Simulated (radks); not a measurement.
These are the eigenvalues of the occupied orbitals of an atom or ion with whole-number occupations (eV). Calculated with a radial shooting solver on a logarithmic mesh with Libxc functionals: Dirac Kohn-Sham, LB94 model potential, spin-unpolarised, spherical densities, finite nucleus; Fermi nuclear charge, rms radius of each element as measured or else 0.836 A^(1/3) + 0.57 fm.

1s1/2: -1556.697
2s1/2: -283.4900
2p1/2: -259.5652

Which element is it, and in what charge state? The configuration may be excited. Open shells, if any, fill j = l - 1/2 first.

Answer. Z = 12, magnesium, charge +7: Mg7+ in [He] 2s2 2p1. The list shows which subshells hold electrons but not how many an open one holds; the 1s level, -57.208 hartree, gives Z - s = 10.7 by -(Z - s)^2/2, which with screening and relativity narrows Z to a few neighbours, and the depths of the outer levels then fix element, charge and occupations together.
